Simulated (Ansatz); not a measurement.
One change: `FCCC(F)(F)CF` becomes `CC(F)(F)CF`.

Ansatz, PBE0-D4/def2-TZVP geometries, multiplicity 1. Each molecule was computed in one conformer, which needn't be the lowest.

| property | `FCCC(F)(F)CF` |
| --- | --- |
| size of the dipole moment (ωB97M-V/def2-TZVPP) / D | 1.89 |
| ideal-gas entropy at 298 K and 1 bar (rigid rotor, harmonic PBE0-D4/def2-TZVP) / J/(mol·K) | 380 |
| HOMO–LUMO gap (ωB97M-V/def2-TZVPP) / eV | 14.46 |
| HOMO energy (B3LYP/def2-TZVPP) / eV | -9.41 |
| HOMO energy (ωB97M-V/def2-TZVPP) / eV | -12.01 |
| LUMO energy (B3LYP/def2-TZVPP) / eV | 0.56 |

(1) Give the same properties after the change, and the shifts. (Best estimate.)

## Answers

(1) Ansatz gave: 
```json
{"property": "size of the dipole moment (ωB97M-V/def2-TZVPP) / D", "`CC(F)(F)CF`": "1.66", "shift": "-0.23"}
{"property": "ideal-gas entropy at 298 K and 1 bar (rigid rotor, harmonic PBE0-D4/def2-TZVP) / J/(mol·K)", "`CC(F)(F)CF`": "328", "shift": "-52"}
{"property": "HOMO–LUMO gap (ωB97M-V/def2-TZVPP) / eV", "`CC(F)(F)CF`": "14.61", "shift": "0.15"}
{"property": "HOMO energy (B3LYP/def2-TZVPP) / eV", "`CC(F)(F)CF`": "-9.30", "shift": "0.11"}
{"property": "HOMO energy (ωB97M-V/def2-TZVPP) / eV", "`CC(F)(F)CF`": "-11.91", "shift": "0.10"}
{"property": "LUMO energy (B3LYP/def2-TZVPP) / eV", "`CC(F)(F)CF`": "0.87", "shift": "0.31"}
```

With PBE0 the HOMO rises by 0.11 eV and the LUMO rises by 0.33 eV, so the gap widens by about 0.22 eV. PBE moves the HOMO by 0.11 eV and ωB97M-V by 0.10 eV. The zero-point energy changes by -57.3 kJ/mol with -9 modes. Dipoles are sizes alone; their direction can turn.

B3LYP here is the variant with VWN-RPA as its local correlation; programs differ in this.
